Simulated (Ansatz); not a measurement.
Basis-set series for `C[OH+][Al-]([F])([F])[F]`. Charge 0, multiplicity 1. The structure was optimised at the PBE0-D4/def2-TZVP level. It is one conformer, not always the lowest.

| functional | basis | functions | energy (Eh) | HOMO (eV) | LUMO (eV) |
| --- | --- | --- | --- | --- | --- |
| PBE0-D4 | def2-TZVPP | 253 | -657.63103 | -10.44 | -0.45 |
| PBE0-D4 | def2-QZVPP | 475 | -657.66413 | -10.51 | -0.72 |
| ωB97M-V | def2-TZVPP | 253 | -658.03003 | -12.98 | 1.10 |
| ωB97M-V | def2-QZVPP | 475 | -658.06127 | -13.06 | 0.56 |

(1) Give the rows for def2-SVP. (Best estimate.)

## Answers

(1) The calculation gave: 
```
functional     basis  functions  energy (Eh)  HOMO (eV)  LUMO (eV)
   PBE0-D4  def2-SVP        108   -657.02437     -10.07      -0.01
   ωB97M-V  def2-SVP        108   -657.41211     -12.56       1.66
```

Positive LUMOs are unbound and depend on the basis.

Results of the Gaussian-basis code of Ansatz.
